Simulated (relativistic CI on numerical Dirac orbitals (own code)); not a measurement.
**Slater and spin-orbit integrals, Pm49+**

These numbers are calculated, not measured: Dirac-Coulomb-Breit CI, KLI orbitals optimised for each configuration, a model potential for QED, unscaled Slater integrals (own radial code, finite nucleus).

Slater integrals F^k, G^k are unscaled and averaged over j, outside the closed core [Ne]; ζ comes from projecting the Hamiltonian with its Breit term on Σ l·s of the shell.

- 3s3p: G^1(3s,3p) = 546420, ζ(3p) = 801470 cm⁻¹; <r>(3s) = 0.2331, <r^2>(3s) = 0.06199, <r>(3p) = 0.226, <r^2>(3p) = 0.05904 (bohr units).
- 3p²: F^2(3p,3p) = 434110, ζ(3p) = 801280 cm⁻¹; <r>(3p) = 0.2262, <r^2>(3p) = 0.05914 (bohr units).
- 3s3d: G^2(3s,3d) = 336560, ζ(3d) = 108880 cm⁻¹; <r>(3s) = 0.2333, <r^2>(3s) = 0.06205, <r>(3d) = 0.1988, <r^2>(3d) = 0.04546 (bohr units).

Averages of the first 10 configurations, taken without configuration mixing, which lowers the lowest level and can move excited configurations by several eV; other configurations of the list can lie among them:

```json
{"Configuration": "3s²", "Parity": "even", "States": "1", "Average energy above the lowest level (eV)": "4.0"}
{"Configuration": "3s3p", "Parity": "odd", "States": "12", "Average energy above the lowest level (eV)": "214.4"}
{"Configuration": "3p²", "Parity": "even", "States": "15", "Average energy above the lowest level (eV)": "443.7"}
{"Configuration": "3s3d", "Parity": "even", "States": "20", "Average energy above the lowest level (eV)": "445.5"}
{"Configuration": "3d²", "Parity": "even", "States": "45", "Average energy above the lowest level (eV)": "897.2"}
{"Configuration": "3p3d", "Parity": "odd", "States": "60", "Average energy above the lowest level (eV)": "666.7"}
{"Configuration": "3p4s", "Parity": "odd", "States": "12", "Average energy above the lowest level (eV)": "2226.4"}
{"Configuration": "3d4s", "Parity": "even", "States": "20", "Average energy above the lowest level (eV)": "2447.1"}
{"Configuration": "3s4s", "Parity": "even", "States": "4", "Average energy above the lowest level (eV)": "2003.9"}
{"Configuration": "3s4p", "Parity": "odd", "States": "12", "Average energy above the lowest level (eV)": "2096.9"}
```
